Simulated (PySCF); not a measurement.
Isomers of C5H14SSi. Theory: PBE0-D3(BJ)/def2-SVP geometry optimisation, gas phase (PySCF). Energies are electronic, without zero-point or thermal terms, for one conformer each. No frequencies were run at this level. Point groups hold within 0.08 Å.

Question: Order them by energy at this level, lowest first, and give relative energies in kJ/mol.
A. `[CH3:1][S:2][SiH2:3][C:4]([CH3:5])([CH3:6])[CH3:7]` with C1–S2–Si3–C4 180°
B. `[CH3:1][CH2:2][CH2:3][CH2:4][CH2:5][S:6][SiH3:7]` with C1–C2–C3–C4 177°, C2–C3–C4–C5 66°, C3–C4–C5–S6 -178°, C4–C5–S6–Si7 -70°

Answer: A (0.0), B (28.7).

As drawn, the lower has an Si–C bond, which the higher lacks.

| SMILES | E (Eh) | E rel (kJ/mol) | dipole (D) | point group | A, B, C (MHz) |
| --- | --- | --- | --- | --- | --- |
| CS[SiH2]C(C)(C)C | -885.82771 | 0.0 | 0.89 | Cs | 3311, 948.7, 894.5 |
| CCCCCS[SiH3] | -885.81680 | 28.7 | 1.74 | C1 | 4830, 577.2, 538.3 |

Q: How do the relative energies change in single points at PBE0/pcSseg-1 (no added dispersion term) on the same geometries?

A: 
```json
{"SMILES": "CS[SiH2]C(C)(C)C", "PBE0-D3(BJ)/def2-SVP (kJ/mol)": "0.0", "PBE0/pcSseg-1 (kJ/mol)": "0.0", "shift": "0.0"}
{"SMILES": "CCCCCS[SiH3]", "PBE0-D3(BJ)/def2-SVP (kJ/mol)": "28.7", "PBE0/pcSseg-1 (kJ/mol)": "26.3", "shift": "-2.4"}
```

Each column counts from its own lowest isomer. The order is unchanged; the largest shift is 2.4 kJ/mol.
